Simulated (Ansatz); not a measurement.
Born–Oppenheimer molecular dynamics of C$_{4}$H$_{9}$FOSi (16 atoms, charge 0, multiplicity 1). It starts at the highest image of a converged band. Of that band: Neighbouring images differ by up to 2.3 eV, so the band resolves the path poorly. A vibrational analysis at the climbing image gives one clearly imaginary mode, 1825i cm⁻¹: a first-order saddle point.

These are results of RHF/6-31G (Ansatz), not measurements.

```yaml
ensemble: NVE (velocity Verlet)
time_step: 0.5 fs
steps_asked: 183
starting_velocities_drawn_for: 300 K
seed: 7975
```

Frames 2.5 fs apart, positions in Å, forces in eV/Å.

Velocities at 50.0 fs (Å/ps):

```
C 2.08 5.50 -0.01
Si -2.42 -0.70 0.29
C 2.45 0.81 -0.44
F -0.72 -1.33 -0.78
C -8.13 -10.32 -14.51
O -8.21 10.79 0.26
C 5.20 -6.28 12.85
H 11.82 -12.73 -7.61
H 21.53 8.62 2.45
H 12.22 -14.41 -0.31
H 12.14 -24.64 0.60
H -9.09 3.69 -7.98
H -3.62 5.85 76.94
H 167.36 11.93 -26.89
H 6.23 24.46 3.29
H -26.32 -6.83 -13.01
```

```xyz
16
Properties=species:S:1:pos:R:3:forces:R:3 time_fs=50.0 energy_less_start_eV=-2.049 T=1430
C 1.732 0.863 0.388 -0.28 0.85 0.54
Si 0.117 -0.067 0.046 -1.18 0.23 0.20
C 0.683 -1.880 -0.266 0.49 -0.06 -0.13
F 1.914 -1.651 -0.995 0.02 -0.30 -0.27
C -0.894 0.676 -1.441 -2.92 -1.42 1.02
O -2.228 0.962 -0.197 3.30 -0.67 -2.43
C -1.633 0.231 0.934 1.42 0.63 -0.80
H 2.450 0.287 0.903 0.56 -1.01 0.52
H 2.195 1.137 -0.529 0.17 0.01 -0.94
H 1.670 1.779 0.950 -0.60 0.26 0.17
H 0.042 -2.469 -0.907 0.00 0.02 0.13
H 0.984 -2.454 0.601 -0.32 0.09 0.02
H -0.530 1.625 -1.903 -1.19 -1.17 0.31
H -1.373 -0.181 -2.117 1.16 2.86 1.33
H -1.558 0.841 1.807 -0.16 0.54 0.34
H -2.200 -0.625 1.190 -0.47 -0.88 -0.01
16
Properties=species:S:1:pos:R:3:forces:R:3 time_fs=52.5 energy_less_start_eV=-1.671 T=1224
C 1.738 0.877 0.388 1.38 -0.97 -0.14
Si 0.110 -0.068 0.047 -1.13 0.56 -0.11
C 0.690 -1.879 -0.268 -0.18 -0.30 -0.79
F 1.913 -1.655 -0.998 0.19 -0.23 -0.23
C -0.919 0.649 -1.471 0.00 1.43 6.05
O -2.242 0.987 -0.201 3.54 -1.96 -2.28
C -1.618 0.217 0.964 -0.20 0.87 -0.81
H 2.484 0.236 0.893 -0.70 0.18 -0.20
H 2.247 1.157 -0.543 -0.57 -0.23 0.09
H 1.682 1.762 0.962 -0.54 0.90 0.63
H 0.074 -2.524 -0.899 0.03 0.53 0.23
H 0.957 -2.446 0.591 0.15 -0.19 0.71
H -0.569 1.619 -1.715 -0.53 0.52 -0.80
H -0.956 -0.097 -2.172 -1.85 -1.06 -2.12
H -1.549 0.907 1.819 -0.37 -0.65 -0.36
H -2.268 -0.654 1.159 0.76 0.61 0.14
16
Properties=species:S:1:pos:R:3:forces:R:3 time_fs=55.0 energy_less_start_eV=-0.855 T=772
C 1.750 0.888 0.389 1.21 -0.55 0.28
Si 0.100 -0.068 0.047 -0.90 0.58 -0.40
C 0.696 -1.878 -0.273 -0.12 -0.56 0.24
F 1.912 -1.659 -1.001 0.36 -0.19 -0.17
C -0.945 0.626 -1.475 1.63 0.26 4.05
O -2.243 1.005 -0.214 3.12 -2.78 -1.83
C -1.603 0.208 0.990 -1.00 1.17 -1.44
H 2.483 0.191 0.875 -0.90 0.75 -0.25
H 2.268 1.164 -0.555 -0.81 -0.17 0.57
H 1.664 1.788 1.004 -0.16 -0.35 -0.22
H 0.105 -2.550 -0.880 -0.32 0.44 -0.11
H 0.936 -2.445 0.615 0.25 0.20 0.17
H -0.642 1.637 -1.568 -0.25 0.66 -0.93
H -0.635 -0.036 -2.315 -2.84 0.58 -0.03
H -1.561 0.938 1.813 -0.34 -0.91 -0.27
H -2.296 -0.654 1.137 1.10 0.88 0.34
16
Properties=species:S:1:pos:R:3:forces:R:3 time_fs=57.5 energy_less_start_eV=-0.202 T=413
C 1.768 0.895 0.391 -1.06 0.20 0.75
Si 0.089 -0.067 0.047 -0.39 0.45 -0.60
C 0.702 -1.881 -0.277 0.00 -0.41 1.33
F 1.912 -1.664 -1.004 0.45 -0.17 -0.13
C -0.962 0.606 -1.457 3.09 1.65 1.65
O -2.232 1.012 -0.233 2.46 -3.24 -1.19
C -1.593 0.204 1.008 -0.38 1.83 -2.80
H 2.434 0.185 0.845 0.23 0.01 0.48
H 2.244 1.163 -0.539 -0.24 0.23 -0.23
H 1.636 1.796 1.035 0.19 -0.92 -0.67
H 0.118 -2.551 -0.868 -0.59 0.11 -0.38
H 0.930 -2.433 0.649 0.22 0.46 -0.54
H -0.731 1.684 -1.478 -0.05 -0.89 -0.99
H -0.483 0.048 -2.466 -3.79 1.27 2.17
H -1.593 0.922 1.795 -0.14 0.00 0.65
H -2.265 -0.610 1.134 -0.01 -0.57 0.51
16
Properties=species:S:1:pos:R:3:forces:R:3 time_fs=60.0 energy_less_start_eV=-0.501 T=578
C 1.780 0.904 0.396 -2.45 -0.57 0.18
Si 0.076 -0.065 0.046 0.44 0.31 -0.54
C 0.707 -1.885 -0.276 -0.49 0.01 0.76
F 1.913 -1.670 -1.008 0.39 -0.17 -0.09
C -0.965 0.594 -1.431 2.32 3.03 0.93
O -2.212 1.007 -0.257 1.79 -3.51 -0.48
C -1.585 0.210 1.012 -0.25 2.09 -2.93
H 2.398 0.180 0.842 0.99 -0.51 0.75
H 2.205 1.175 -0.536 0.26 0.38 -0.71
H 1.618 1.758 1.031 0.19 0.15 0.05
H 0.099 -2.544 -0.875 -0.22 0.22 -0.02
H 0.937 -2.397 0.656 0.28 0.01 -0.28
H -0.819 1.687 -1.445 0.67 -0.82 -0.80
H -0.552 0.200 -2.498 -3.43 0.20 2.19
H -1.633 0.903 1.811 0.09 0.40 0.66
H -2.233 -0.597 1.161 -0.56 -1.22 0.32
16
Properties=species:S:1:pos:R:3:forces:R:3 time_fs=62.5 energy_less_start_eV=-1.323 T=1031
C 1.781 0.908 0.402 -1.42 -2.21 -0.73
Si 0.065 -0.063 0.043 1.47 0.04 -0.30
C 0.710 -1.890 -0.270 -0.89 0.63 -0.31
F 1.916 -1.676 -1.013 0.18 -0.18 -0.08
C -0.957 0.597 -1.398 -0.18 3.51 3.11
O -2.186 0.989 -0.282 1.41 -3.46 0.14
C -1.579 0.225 1.003 -1.73 0.97 -1.24
H 2.412 0.154 0.877 0.16 0.61 -0.20
H 2.179 1.205 -0.566 0.09 -0.05 0.38
H 1.610 1.728 1.032 0.05 1.13 0.74
H 0.067 -2.523 -0.883 0.23 0.27 0.38
H 0.961 -2.361 0.649 0.29 -0.60 0.39
H -0.867 1.651 -1.458 1.49 1.02 -0.26
H -0.820 0.358 -2.414 -2.02 -1.89 -1.09
H -1.668 0.902 1.860 0.32 -0.22 -0.61
H -2.225 -0.643 1.204 0.56 0.43 -0.32
16
Properties=species:S:1:pos:R:3:forces:R:3 time_fs=65.0 energy_less_start_eV=-2.148 T=1485
C 1.774 0.903 0.405 -1.11 -0.95 0.08
Si 0.057 -0.060 0.040 2.54 -0.56 0.36
C 0.709 -1.891 -0.266 -0.29 0.95 0.22
F 1.919 -1.683 -1.018 -0.10 -0.17 -0.09
C -0.950 0.618 -1.353 -2.72 3.58 0.51
O -2.153 0.958 -0.307 1.46 -2.77 0.83
C -1.581 0.246 0.987 -1.90 0.05 -0.46
H 2.437 0.159 0.902 -0.33 0.96 -0.69
H 2.158 1.234 -0.577 0.03 -0.31 0.91
H 1.607 1.754 1.066 0.20 -0.14 -0.26
H 0.046 -2.490 -0.872 0.14 -0.18 0.21
H 1.000 -2.357 0.658 -0.09 -0.45 -0.04
H -0.828 1.666 -1.490 1.74 0.89 -0.15
H -1.215 0.415 -2.373 -0.65 -1.82 0.28
H -1.684 0.891 1.878 0.38 -0.15 -1.02
H -2.189 -0.670 1.230 0.71 1.06 -0.68
16
Properties=species:S:1:pos:R:3:forces:R:3 time_fs=67.5 energy_less_start_eV=-2.258 T=1547
C 1.762 0.894 0.409 -1.73 0.73 0.85
Si 0.054 -0.059 0.037 3.24 -1.09 1.02
C 0.706 -1.888 -0.260 0.53 0.82 1.00
F 1.922 -1.690 -1.022 -0.38 -0.14 -0.05
C -0.957 0.656 -1.304 -5.46 3.51 -4.03
O -2.116 0.917 -0.329 0.88 -1.28 1.91
C -1.592 0.267 0.968 -0.34 -0.15 -1.23
H 2.448 0.216 0.892 0.17 -0.05 -0.20
H 2.141 1.247 -0.540 0.26 -0.10 0.06
H 1.614 1.774 1.087 0.09 -0.91 -0.82
H 0.032 -2.466 -0.849 -0.10 -0.56 -0.14
H 1.033 -2.379 0.665 -0.49 0.00 -0.62
H -0.693 1.722 -1.530 0.50 -1.28 -0.15
H -1.632 0.370 -2.314 3.06 -0.20 2.93
H -1.679 0.877 1.841 0.18 0.80 -0.09
H -2.117 -0.643 1.218 -0.40 -0.10 -0.46
16
Properties=species:S:1:pos:R:3:forces:R:3 time_fs=70.0 energy_less_start_eV=-1.873 T=1334
C 1.740 0.887 0.416 -1.59 0.60 0.35
Si 0.058 -0.059 0.037 3.19 -1.11 0.80
C 0.706 -1.881 -0.250 0.30 0.27 0.20
F 1.923 -1.698 -1.027 -0.59 -0.09 0.03
C -0.989 0.711 -1.275 -3.91 1.20 -4.50
O -2.075 0.872 -0.343 -1.17 0.92 3.60
C -1.604 0.288 0.943 1.17 0.11 -1.28
H 2.468 0.269 0.869 0.53 -0.89 0.29
H 2.139 1.253 -0.500 0.29 0.11 -0.77
H 1.626 1.748 1.067 -0.31 -0.01 -0.02
H 0.016 -2.473 -0.831 0.21 -0.19 -0.01
H 1.040 -2.402 0.640 -0.38 0.03 -0.12
H -0.530 1.713 -1.578 -1.15 -1.48 0.07
H -1.877 0.309 -2.101 4.73 0.59 0.99
H -1.663 0.906 1.796 -0.06 1.02 0.34
H -2.068 -0.621 1.179 -1.27 -1.05 0.01
16
Properties=species:S:1:pos:R:3:forces:R:3 time_fs=72.5 energy_less_start_eV=-1.500 T=1127
C 1.713 0.883 0.424 0.64 -0.60 -0.74
Si 0.069 -0.063 0.038 2.53 -0.81 0.10
C 0.707 -1.872 -0.239 -0.12 -0.26 -0.89
F 1.923 -1.706 -1.032 -0.70 -0.05 0.14
C -1.039 0.772 -1.267 1.19 -2.02 -3.11
O -2.039 0.829 -0.344 -4.44 3.41 5.68
C -1.611 0.308 0.913 1.13 -0.91 1.02
H 2.511 0.278 0.859 -0.57 -0.28 -0.07
H 2.150 1.263 -0.498 -0.27 -0.18 -0.14
H 1.619 1.724 1.046 -0.54 1.07 0.91
H 0.012 -2.490 -0.814 0.43 0.28 0.09
H 1.026 -2.426 0.611 0.01 -0.14 0.71
H -0.430 1.625 -1.623 -1.84 0.23 0.00
H -1.852 0.277 -1.840 3.32 -0.15 -3.24
H -1.651 0.989 1.764 -0.20 -0.17 -0.53
H -2.086 -0.647 1.140 -0.57 0.58 0.08
16
Properties=species:S:1:pos:R:3:forces:R:3 time_fs=75.0 energy_less_start_eV=-1.026 T=870
C 1.688 0.876 0.430 1.92 0.49 -0.23
Si 0.085 -0.067 0.040 1.67 -0.31 -0.18
C 0.708 -1.865 -0.232 0.33 -0.86 -0.49
F 1.921 -1.714 -1.037 -0.67 -0.04 0.27
C -1.083 0.825 -1.274 5.80 -2.22 0.71
O -2.020 0.800 -0.324 -6.38 4.88 3.62
C -1.613 0.324 0.888 1.16 -1.99 2.83
H 2.524 0.268 0.847 -1.14 0.20 -0.13
H 2.147 1.263 -0.505 -0.64 -0.30 0.43
H 1.583 1.749 1.069 -0.28 -0.15 0.06
H 0.030 -2.493 -0.794 0.03 0.19 -0.23
H 1.010 -2.454 0.617 0.04 0.31 0.40
H -0.434 1.552 -1.671 -1.17 2.24 -0.45
H -1.652 0.215 -1.776 -0.62 -3.07 -6.44
H -1.649 1.064 1.706 -0.17 -0.81 -0.49
H -2.138 -0.643 1.106 0.12 1.44 0.33
16
Properties=species:S:1:pos:R:3:forces:R:3 time_fs=77.5 energy_less_start_eV=-1.805 T=1294
C 1.671 0.873 0.435 1.07 1.61 0.59
Si 0.104 -0.073 0.041 0.64 0.47 -0.29
C 0.711 -1.861 -0.227 0.74 -1.18 0.10
F 1.916 -1.723 -1.040 -0.51 -0.03 0.37
C -1.102 0.862 -1.281 3.18 -7.25 -2.41
O -2.024 0.788 -0.292 -5.85 4.82 -2.82
C -1.609 0.330 0.876 1.84 -2.40 3.32
H 2.476 0.266 0.830 -0.23 -0.18 0.41
H 2.108 1.248 -0.492 -0.34 0.06 -0.02
H 1.529 1.768 1.097 0.05 -1.09 -0.66
H 0.051 -2.487 -0.787 -0.39 -0.10 -0.45
H 0.996 -2.464 0.646 -0.04 0.76 -0.23
H -0.511 1.603 -1.741 -1.15 2.20 -0.02
H -1.445 0.035 -2.027 0.90 2.30 0.53
H -1.657 1.097 1.624 0.06 -0.26 0.71
H -2.187 -0.562 1.093 0.01 0.29 0.86
```

Of the whole run (92 fs, mean temperature of the second half 1101 K): The conserved energy stayed within 0.94 meV per atom of its start (net change 0.15 meV per atom), so the integration is sound. The system heated up, since it started high on the potential surface and ran downhill. A run of 0.091 ps of so small a system gives no equilibrium averages. The orbitals stay closed-shell, which can raise the energy where a bond breaks towards radicals; this wasn't checked here. Limits of this set-up: no polarisation functions.

Run time: 7.8 min on 1 thread of Arm Neoverse V2, with other jobs on the host, peak memory 0.2 GiB.
